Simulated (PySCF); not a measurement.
SMILES Oc1cccc(S)c1 (C6H6OS), GFN2-xTB optimised geometry.

```
14

O     -1.85    -1.87     0.00
C     -1.13    -0.72     0.00
C     -1.83     0.49     0.00
C     -1.12     1.68     0.00
C      0.26     1.69     0.00
C      0.95     0.49     0.00
S      2.71     0.42     0.00
C      0.25    -0.72     0.00
H     -1.25    -2.63     0.00
H     -2.90     0.47     0.00
H     -1.66     2.62     0.00
H      0.80     2.63     0.00
H      2.90     1.74    -0.01
H      0.80    -1.65     0.00
```

Density from PBE/def2-TZVP (PySCF) at that geometry.

Minimum of the electron density along straight lines between bonded atoms, close to the bond critical point (lines longer than 1.1 times the sum of covalent radii, or with two minima, are not listed):

```json
[
 {"bond": "O1–C2", "length / Å": "1.357", "ρ at the minimum / e bohr⁻³": "0.295", "∇²ρ there / e bohr⁻⁵": "(withheld)", "position (fraction from the first atom)": "0.65"},
 {"bond": "C2–C3", "length / Å": "1.393", "ρ at the minimum / e bohr⁻³": "0.316", "∇²ρ there / e bohr⁻⁵": "-0.91", "position (fraction from the first atom)": "0.52"},
 {"bond": "C3–C4", "length / Å": "1.381", "ρ at the minimum / e bohr⁻³": "0.319", "∇²ρ there / e bohr⁻⁵": "-0.91", "position (fraction from the first atom)": "0.50"},
 {"bond": "C4–C5", "length / Å": "1.384", "ρ at the minimum / e bohr⁻³": "0.317", "∇²ρ there / e bohr⁻⁵": "-0.90", "position (fraction from the first atom)": "0.50"},
 {"bond": "C5–C6", "length / Å": "1.387", "ρ at the minimum / e bohr⁻³": "0.315", "∇²ρ there / e bohr⁻⁵": "-0.89", "position (fraction from the first atom)": "0.48"},
 {"bond": "C6–S7", "length / Å": "1.769", "ρ at the minimum / e bohr⁻³": "(withheld)", "∇²ρ there / e bohr⁻⁵": "-0.35", "position (fraction from the first atom)": "0.48"},
 {"bond": "C2–C8", "length / Å": "1.388", "ρ at the minimum / e bohr⁻³": "0.318", "∇²ρ there / e bohr⁻⁵": "-0.90", "position (fraction from the first atom)": "0.51"},
 {"bond": "C6–C8", "length / Å": "1.388", "ρ at the minimum / e bohr⁻³": "0.314", "∇²ρ there / e bohr⁻⁵": "-0.88", "position (fraction from the first atom)": "0.51"},
 {"bond": "O1–H9", "length / Å": "0.965", "ρ at the minimum / e bohr⁻³": "(withheld)", "∇²ρ there / e bohr⁻⁵": "-2.41", "position (fraction from the first atom)": "0.80"},
 {"bond": "C3–H10", "length / Å": "1.078", "ρ at the minimum / e bohr⁻³": "0.285", "∇²ρ there / e bohr⁻⁵": "-1.00", "position (fraction from the first atom)": "0.65"},
 {"bond": "C4–H11", "length / Å": "1.079", "ρ at the minimum / e bohr⁻³": "0.286", "∇²ρ there / e bohr⁻⁵": "-1.00", "position (fraction from the first atom)": "0.64"},
 {"bond": "C5–H12", "length / Å": "1.080", "ρ at the minimum / e bohr⁻³": "0.284", "∇²ρ there / e bohr⁻⁵": "-0.98", "position (fraction from the first atom)": "0.64"},
 {"bond": "S7–H13", "length / Å": "1.331", "ρ at the minimum / e bohr⁻³": "0.220", "∇²ρ there / e bohr⁻⁵": "-0.65", "position (fraction from the first atom)": "0.64"},
 {"bond": "C8–H14", "length / Å": "1.082", "ρ at the minimum / e bohr⁻³": "0.281", "∇²ρ there / e bohr⁻⁵": "-0.96", "position (fraction from the first atom)": "0.64"}
]
```

Question: Some entries are withheld; supply them.

Answer: 
- O1–C2, ∇²ρ there / e bohr⁻⁵: -0.59
- C6–S7, ρ at the minimum / e bohr⁻³: 0.196
- O1–H9, ρ at the minimum / e bohr⁻³: 0.360
